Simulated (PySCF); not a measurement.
Relaxation of singlet WS(OH)2

All numbers come from PySCF, PBE0, basis W def2-SVP with ECP60, S def2-SVP, O def2-SVP, H def2-SVP (scalar-relativistic core potentials, no spin–orbit coupling, density fitting). A (50,194) grid was used.

A hand-made T-shaped (ligand arrangement 1) (heavy-atom frame) start, with no symmetry imposed:

```xyz
6
charge 0 multiplicity 1, angstrom
W     0.1381    0.0030   -0.1529
S    -2.0006    0.0030   -0.0782
O     0.1381    0.0030    1.8471
O     2.1369    0.0030   -0.0831
H    -0.5973    0.0030    2.4642
H     2.7536   -0.7324   -0.0616
```

Optimiser trace:
```tsv
step	E − E(last) (kJ/mol)	largest gradient (Eh/bohr)
0	251.56	0.11894
2	129.95	0.09789
4	56.03	0.02581
6	20.91	0.02569
8	16.08	0.02400
10	11.73	0.00674
12	10.40	0.00860
14	8.48	0.00858
16	6.48	0.01015
18	5.00	0.00749
20	3.69	0.00751
22	2.82	0.00641
24	1.84	0.00359
26	0.71	0.00499
28	0.25	0.00194
30	0.09	0.00113
32	0.05	0.00099
34	0.01	0.00075
36	0.00	0.00033
37	0.00	0.00018
```

It ends at C2v with O–H 0.963 Å (×2), W–O 1.848 Å (×2), W–S 2.105 Å; H–O–W 136.5° (×2), O–W–O 124.3°, O–W–S 117.9° (×2) (after a last refinement on a finer grid). No frequency check is given, so it may be a saddle point. Other isomers or separated fragments may lie lower.

Stability towards spin polarisation was not tested. With an element this heavy the missing spin–orbit coupling can shift these numbers.
